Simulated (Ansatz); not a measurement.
Isolated molecules relaxed with PBE0-D4/def2-TZVP in Ansatz; ΔE leaves out vibrations. CBS: MP2 limit from def2 TZ/QZ plus the TZ coupled-cluster correction, frozen cores. DFT in def2-TZVPP. HSE06 is defined as in plane-wave codes. For Ge outer-core shells are correlated without core-valence functions, which leaves a few kJ/mol of doubt a bond. Scalar relativity is left out up to krypton. Each species was taken in one conformer, which may not be the lowest.

`N=[C](Cl)[GeH3]` + `OC[SiH2]F` → `F[SiH2][GeH3]` + `N=C(Cl)CO`  (formal exchange of groups at a Ge–C bond)

(1) Is it downhill or uphill in electronic energy at CCSD(T)/CBS, and by how much? (Estimate.)

(2) What do these levels give: HSE06-D4, ωB97M-V, PBE-QIDH, r2SCANh, MP2/CBS(def2), CCSD/CBS(def2)? (An estimate is asked.)

(3) What do rigid-rotor, harmonic-oscillator terms from PBE0-D4/def2-TZVP frequencies (298.15 K, 1 bar) make of the CCSD(T)/CBS value? (An estimate is asked.)

Largest T1 diagnostic among the species: 0.013.

## Answers

(1) The calculation gave: Downhill: ΔE = -42.9 kJ/mol.

(2) Computed: HSE06-D4 -55.6, ωB97M-V -43.3, PBE-QIDH -52.0, r2SCANh -53.0, MP2/CBS(def2) -40.9, CCSD/CBS(def2) -43.1 kJ/mol.

(3) Ansatz gave: ΔZPE = +3.2 kJ/mol, ΔH = -40.2 kJ/mol, ΔS = -4 J/(mol·K), ΔG = -39.0 kJ/mol.

Leaving LDA and LC-ωPBE aside and taking each functional with its dispersion term where it has one, the values, not all of them listed here, spread over 13.7 kJ/mol, from PBE0-D4 to BLYP-D4. LDA lies −13.2 kJ/mol from PBE without D4. At CCSD(T), def2-SVP lies −11.7 kJ/mol from the extrapolated value and def2-TZVPP −0.2 kJ/mol. From BLYP to BHLYP (50 % exact exchange), in def2-TZVPP and without D4, ΔE moves by −4.9 kJ/mol.
